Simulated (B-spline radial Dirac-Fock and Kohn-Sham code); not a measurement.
# Satellites and hypersatellites of the K lines of Xe⁴⁺

System: the Xe⁴⁺ ion, configuration 1s2 2s2 2p6 3s2 3p6 3d10 4s2 4p6 4d10 5s2 5p2.

Level of theory: relaxed Dirac-Fock hole states (ΔSCF) with Breit and QED corrections and a finite nucleus; an atomic code on a B-spline grid. Each two-hole energy is an average over J within one jj subconfiguration, not an observable level; in light atoms, where LS coupling holds, the j-resolved values are not observed lines, and for a K spectator the Kα1 hypersatellite is nearly forbidden. The model has no electron correlation.

Lines without a spectator: Kα2 (K-L2) 29456.5 eV, Kα1 (K-L3) 29777.0 eV, Kβ3 (K-M2) 33559.2 eV, Kβ1 (K-M3) 33621.4 eV. Shifts in eV with one spectator hole (a dash: not computed, or left out as unreliable):

```
spectator hole     Kα2     Kα1     Kβ3     Kβ1
        K (1s)  +635.2  +659.2  +812.8  +818.0
    L2 (2p1/2)   +71.8   +91.5       –  +190.7
    L3 (2p3/2)   +67.5   +68.6  +164.9       –
    M2 (3p1/2)       –  +11.23  +24.77  +29.92
    M3 (3p3/2)   +7.87       –  +24.71  +24.25
    M4 (3d3/2)   +1.66   -1.26       –       –
    M5 (3d5/2)   -1.89   +0.36       –       –
```
